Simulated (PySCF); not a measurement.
C₃H₇AlO₂ (SMILES C=[CH][Al]([OH])[O]C), singlet, at a GFN2-xTB geometry (such geometries of metal compounds can be far from the true shape). Base run: PySCF with PBE/6-31G.

The PySCF input:
```python
from pyscf import gto, scf, dft, solvent

mol = gto.M(
    atom='''
Al    0.228026    0.464488    0.358334
C    -1.600286    0.959361   -0.223346
C    -2.345798    0.179101   -0.992409
H    -2.005900    1.912110    0.103636
H    -3.345041    0.449130   -1.311038
H    -1.985058   -0.776643   -1.341455
O     1.018123    1.545473    1.312144
H     1.519871    2.128604    1.861600
O     0.822329   -0.989814   -0.154017
C     1.271363   -2.224898   -0.618223
H     1.139629   -2.290029   -1.701945
H     2.331658   -2.355980   -0.384915
H     0.705208   -3.032187   -0.145375
''',
    basis='6-31g',
    charge=0,
    spin=0,
    verbose=4,
)

mf = dft.RKS(mol)
mf.xc = 'pbe'
mf.kernel()
mf.analyze()
```

Each row names what was changed in the base input (with any setting that the change needs).

```json
[
 {"change": "base", "ΔE vs base (kJ/mol)": "0.00", "dipole (D)": "0.79", "HOMO-LUMO gap (eV)": "4.92"},
 {"change": "model = IEF-PCM; solvent = chloroform; vdw_scale = 1.0", "ΔE vs base (kJ/mol)": "-36.7", "dipole (D)": "0.91", "HOMO-LUMO gap (eV)": "4.96"},
 {"change": "model = C-PCM; solvent = chloroform", "ΔE vs base (kJ/mol)": "-16.75", "dipole (D)": "0.86", "HOMO-LUMO gap (eV)": "4.90"},
 {"change": "model = IEF-PCM; solvent = chloroform; lebedev_order = 11", "ΔE vs base (kJ/mol)": "-13.86", "dipole (D)": "0.86", "HOMO-LUMO gap (eV)": "4.89"},
 {"change": "model = IEF-PCM; solvent = acetonitrile", "ΔE vs base (kJ/mol)": "-20.53", "dipole (D)": "0.88", "HOMO-LUMO gap (eV)": "4.90"},
 {"change": "model = IEF-PCM; solvent = chloroform; vdw_scale = 1.1", "ΔE vs base (kJ/mol)": "-22.85", "dipole (D)": "0.88", "HOMO-LUMO gap (eV)": "4.92"},
 {"change": "model = IEF-PCM; solvent = chloroform; lebedev_order = 41", "ΔE vs base (kJ/mol)": "-14.91", "dipole (D)": "0.86", "HOMO-LUMO gap (eV)": "4.90"},
 {"change": "model = SS(V)PE; solvent = chloroform", "ΔE vs base (kJ/mol)": "-14.71", "dipole (D)": "0.86", "HOMO-LUMO gap (eV)": "4.90"},
 {"change": "model = IEF-PCM; solvent = chloroform", "ΔE vs base (kJ/mol)": "-14.83", "dipole (D)": "0.86", "HOMO-LUMO gap (eV)": "4.90"},
 {"change": "model = IEF-PCM; solvent = chloroform; r_probe = 0.5", "ΔE vs base (kJ/mol)": "-4.27", "dipole (D)": "0.84", "HOMO-LUMO gap (eV)": "4.88"},
 {"change": "model = IEF-PCM; solvent = n-hexane", "ΔE vs base (kJ/mol)": "-7.44", "dipole (D)": "0.84", "HOMO-LUMO gap (eV)": "4.90"},
 {"change": "model = IEF-PCM; solvent = toluene", "ΔE vs base (kJ/mol)": "-9.71", "dipole (D)": "0.85", "HOMO-LUMO gap (eV)": "4.90"}
]
```

The base is the gas phase, so ΔE is the electrostatic part of solvation at a fixed geometry, without cavity and dispersion terms.
